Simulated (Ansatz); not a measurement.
A run for Ansatz (a quantum-chemistry and plane-wave program): R-r2SCAN/def2-TZVPP on AlFH4N2 (SMILES [NH2][Al]([NH2])[F]), a point of a torsion scan.

Ansatz 0.2 input:
```yaml
crystal:
  periodic: [false, false, false]
  atoms:
    - {symbol: N, position_ang: [1.52442175, -0.44499601, 0.21919093]}
    - {symbol: Al, position_ang: [0.04463155, 0.47333212, -0.16302317]}
    - {symbol: N, position_ang: [-1.58901428, -0.20987059, -0.10220366]}
    - {symbol: F, position_ang: [0.17090655, 2.07171277, -0.58344155]}
    - {symbol: H, position_ang: [1.68070608, -0.88625843, 1.11369529]}
    - {symbol: H, position_ang: [2.42105989, -0.11387402, -0.11789493]}
    - {symbol: H, position_ang: [-2.43383441, 0.30353618, -0.30931579]}
    - {symbol: H, position_ang: [-1.81013471, -1.17906883, 0.06298784]}
basis:
  gaussian:
    orbitals: def2-TZVPP
hamiltonian:
  xc: {name: r2SCAN}
scf: {lower_state_search: off}
```

The head of its log:

```
WARN ansatz: RAYON_NUM_THREADS=1 ignored (pool sized by the plan → 1); use --threads N
Functional definition: r2SCAN
these checks for a lower state are left out or cut short: stability, starts, cluster_reference, orbital_swaps, neighbouring_geometries, increment
integrals: 0.09 GiB planned
971 factors; their error is unknown
mean field: 0.68 GiB planned
mean field evaluation 1: about -12344.2785 eV, gradient 1.0e2 eV
mean field evaluation 2: about -12305.8812 eV, gradient 1.6e2 eV
```

Task: What total energy does the run end on?

Result: -454.3193 hartree.
